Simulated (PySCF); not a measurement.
# Two-component Hartree-Fock for Pt⁴²⁺ (platinum, charge +42)

Start: [Kr]. Calculated with PySCF 2.14 in an uncontracted even-tempered set (16 s from 5.3 bohr⁻², ratio 2.8; 14 p from 6.9 bohr⁻², ratio 2.8; 8 d from 12 bohr⁻², ratio 2.8; 4 f from 33 bohr⁻², ratio 3): generalised Hartree-Fock with the X2C-1e Hamiltonian and a Gaussian nucleus; one run each with spin-orbit coupling (SO) switched off, then screened by Boettger's factors.

```json
{"spinor shell": "1s1/2", "electrons": "2", "ε, spin-free (eV)": "-80834.4", "ε, screened SO (eV)": "-80805.6", "weight of nominal j (screened SO)": "1.000", "rms radius, screened SO (bohr)": "0.0194"}
{"spinor shell": "2s1/2", "electrons": "2", "ε, spin-free (eV)": "-16000.2", "ε, screened SO (eV)": "-15990.9", "weight of nominal j (screened SO)": "1.000", "rms radius, screened SO (bohr)": "0.0782"}
{"spinor shell": "2p1/2", "electrons": "2", "ε, spin-free (eV)": "-14145.0", "ε, screened SO (eV)": "-15389.5", "weight of nominal j (screened SO)": "1.000", "rms radius, screened SO (bohr)": "0.0662"}
{"spinor shell": "2p3/2", "electrons": "4", "ε, spin-free (eV)": "-14145.0", "ε, screened SO (eV)": "-13653.0", "weight of nominal j (screened SO)": "1.000", "rms radius, screened SO (bohr)": "0.0741"}
{"spinor shell": "3s1/2", "electrons": "2", "ε, spin-free (eV)": "-5284.4", "ε, screened SO (eV)": "-5281.2", "weight of nominal j (screened SO)": "1.000", "rms radius, screened SO (bohr)": "0.197"}
{"spinor shell": "3p1/2", "electrons": "2", "ε, spin-free (eV)": "-4731.0", "ε, screened SO (eV)": "-5016.5", "weight of nominal j (screened SO)": "1.000", "rms radius, screened SO (bohr)": "0.189"}
{"spinor shell": "3p3/2", "electrons": "4", "ε, spin-free (eV)": "-4731.0", "ε, screened SO (eV)": "-4615.3", "weight of nominal j (screened SO)": "1.000", "rms radius, screened SO (bohr)": "0.204"}
{"spinor shell": "3d3/2", "electrons": "4", "ε, spin-free (eV)": "-4137.4", "ε, screened SO (eV)": "-4187.5", "weight of nominal j (screened SO)": "1.000", "rms radius, screened SO (bohr)": "0.178"}
{"spinor shell": "3d5/2", "electrons": "6", "ε, spin-free (eV)": "-4137.4", "ε, screened SO (eV)": "-4101.5", "weight of nominal j (screened SO)": "1.000", "rms radius, screened SO (bohr)": "0.182"}
{"spinor shell": "4s1/2", "electrons": "2", "ε, spin-free (eV)": "-2409.7", "ε, screened SO (eV)": "-2408.6", "weight of nominal j (screened SO)": "1.000", "rms radius, screened SO (bohr)": "0.416"}
{"spinor shell": "4p1/2", "electrons": "2", "ε, spin-free (eV)": "-2202.5", "ε, screened SO (eV)": "-2292.1", "weight of nominal j (screened SO)": "1.000", "rms radius, screened SO (bohr)": "0.410"}
{"spinor shell": "4p3/2", "electrons": "4", "ε, spin-free (eV)": "-2202.5", "ε, screened SO (eV)": "-2165.9", "weight of nominal j (screened SO)": "1.000", "rms radius, screened SO (bohr)": "0.434"}
```

```json
{"quantity": "E (hartree)", "spin-free": "-17257.63392", "screened SO": "-17284.91214"}
{"quantity": "M_J", "spin-free": "0", "screened SO": "0"}
{"quantity": "⟨J²⟩", "spin-free": "0.000", "screened SO": "0.000"}
{"quantity": "⟨L²⟩", "spin-free": "0.000", "screened SO": "0.102"}
{"quantity": "⟨S²⟩", "spin-free": "0.000", "screened SO": "0.102"}
```

Breit and QED terms are absent; they matter most for the inner s and p1/2 levels.

Densities and radii are taken from the X2C orbitals without a picture-change correction, which distorts them close to the nucleus.

Without spin-orbit coupling the j labels of p, d and f shells carry no meaning; the spin-free column gives the mean over the occupied spinors of each nl shell.
